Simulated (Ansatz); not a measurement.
`F[SiH]([AlH2])[GeH3]` + `OP[SiH3]` → `O[P]([AlH2])[SiH3]` + `F[SiH2][GeH3]` at 700 K and 1 bar (cleavage of the Al–Si bond).

Gas-phase electronic energies from Ansatz, PBE0-D4/def2-TZVP geometries. CCSD(T)/CBS adds triple-zeta CCSD(T) − MP2 to the extrapolated MP2 energy (def2 sets, frozen cores). For Ge outer-core shells are correlated without core-valence functions, which leaves a few kJ/mol of doubt a bond. Scalar relativity is left out up to krypton. One conformer a species, not always the lowest.

```csv
species,CCSD(T)/CBS energy (Eh),H − E (kJ/mol),S (J/(mol·K))
`F[SiH]([AlH2])[GeH3]`,-2710.63746,216.0,524.0
`OP[SiH3]`,-708.19371,190.2,404.0
`O[P]([AlH2])[SiH3]`,-950.80994,228.5,503.1
`F[SiH2][GeH3]`,-2468.03899,177.4,421.0
```

H − E and S are ideal-gas, rigid-rotor, harmonic terms from PBE0-D4/def2-TZVP, for one conformer and one mirror image of each species. 1 Eh = 2625.50 kJ/mol, R = 8.31446 J/(mol·K).

Task: By hand: ΔE, ΔH, ΔS and ΔG.

Result: ΔE = (-950.80994) + (-2468.03899) − (-2710.63746) − (-708.19371) = -0.01776 Eh = -46.6 kJ/mol. Δ(H − E) = 228.5 + 177.4 − 216.0 − 190.2 = -0.3, so ΔH = -46.9 kJ/mol. ΔS = 503.1 + 421.0 − 524.0 − 404.0 = -3.9 J/(mol·K). ΔG = -46.9 − 700 × (-3.9)/1000 = -44.2 kJ/mol.

Task: By hand: the equilibrium constant, and the temperature at which ΔG would vanish if ΔH and ΔS stayed fixed.

Result: log₁₀ K = −ΔG/(RT ln 10) = 3.3. ΔG = 0 at ΔH/ΔS = 12026 K, far beyond where these terms or the molecules hold.

The number of gas molecules stays the same, so ΔS is small and ΔH decides. A doubt of 5 kJ/mol in ΔE shifts log₁₀ K by 0.4 here. Other conformers and mirror images would add mixing entropy, several J/(mol·K) or more a flexible species. These are equilibria of isolated gas molecules and say nothing of rates. Largest T1 diagnostic: 0.014 (customary marks: 0.02 for closed shells, 0.045 for open ones).
